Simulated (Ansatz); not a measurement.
Abridged output of a molecular run in Ansatz:

```
Functional definition: HF
1245 factors; integrals over basis functions are off by at most 1.1e-3 eV
mean field evaluation 1: about -91085.2332 eV, gradient 1.6e1 eV
mean field evaluation 2: about -91085.4420 eV, gradient 1.7e1 eV
mean field evaluation 4: about -91086.7854 eV, gradient 2.7e0 eV
mean field evaluation 8: about -91086.8170 eV, gradient 1.9e-1 eV
mean field -91086.81718412 eV, -3347.3787906540 hartree, gradient 2.6e-6 eV, S^2 0.000000; 0 other end points of the search recorded, 0 dependent functions left out
20 core orbitals not correlated: weight in the atoms' cores, before any rotation towards them, 1.000 or more for the frozen orbitals, at most 0.000 for the correlated occupied ones
reference -91086.81718412 eV, -3347.3787906540 hartree; 17, 17 occupied and 168, 168 virtual orbitals, 1245 factors
second order -18.52595262 eV of doubles, -0.00000000 eV of singles
cycle   1  -19.27382188 eV  change   -7.5e-1 eV  update   9.3e-2
cycle   2  -19.75935895 eV  change   -4.9e-1 eV  update   2.7e-2
cycle   3  -19.83789835 eV  change   -7.9e-2 eV  update   1.5e-2
cycle   4  -19.82141635 eV  change    1.6e-2 eV  update   5.1e-3
cycle   5  -19.82163247 eV  change   -2.2e-4 eV  update   2.4e-3
cycle   6  -19.82190473 eV  change   -2.7e-4 eV  update   7.5e-4
cycle   7  -19.82173270 eV  change    1.7e-4 eV  update   2.4e-4
cycle   8  -19.82185831 eV  change   -1.3e-4 eV  update   8.7e-5
cycle   9  -19.82189379 eV  change   -3.5e-5 eV  update   3.1e-5
perturbative correction -0.76778209 eV, -0.0282154715 hartree
Total energy: -91107.40686000 eV, -3348.1354472866 hartree
```

Its atoms:

Cartesian coordinates in Å:
```
Cl 0.4915 1.0446 2.2342
Si -0.2731 -0.1816 0.7633
B 0.4274 0.3158 -1.0529
Br -0.1720 -0.7401 -2.5120
H -1.7534 -0.0608 0.7882
H 0.1022 -1.5809 1.0909
H 1.1774 1.2031 -1.3116
```

(1) Which basis set was used?
A. def2-TZVPP
B. def2-TZVPPD
C. def2-SVP
D. def2-SVPD

(2) Write the keys of the input that set method, charge and spin (a neutral closed shell needs none for the last two).

## Answers

(1) A. It gives 205 functions.

(2) 
```yaml
correlation: {method: ccsd_t}
```
